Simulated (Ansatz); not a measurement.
```yaml
crystal:
  periodic: [false, false, false]
  atoms:
    - {symbol: F, position_ang: [0.005229, -0.125270, 0.306473]}
    - {symbol: W, position_ang: [-0.044771, -0.175270, 0.006473]}
    - {symbol: S, position_ang: [1.978582, -0.613829, 0.089405]}
    - {symbol: S, position_ang: [-1.098979, -1.099936, -1.426644]}
    - {symbol: Cl, position_ang: [-0.136451, 2.141853, -0.499829]}
basis:
  gaussian: {orbitals: def2-TZVPP, fitting: {mean_field: cc-pVTZ-jkfit}}
hamiltonian: {xc: {name: HF}}
correlation: {method: rpa}
```

```sh
$ ansatz run in.yaml --threads 4 --pin off --events-out ev --progress --plain --max-ram 10444MiB
```

(1) How does Ansatz answer? (Estimate.)

## Answers

(1) The calculation gave: The input was rejected before any iteration.
```
Functional definition: HF
Error: <dir> the basis set cc-pVTZ-JKFIT has no functions for W
```
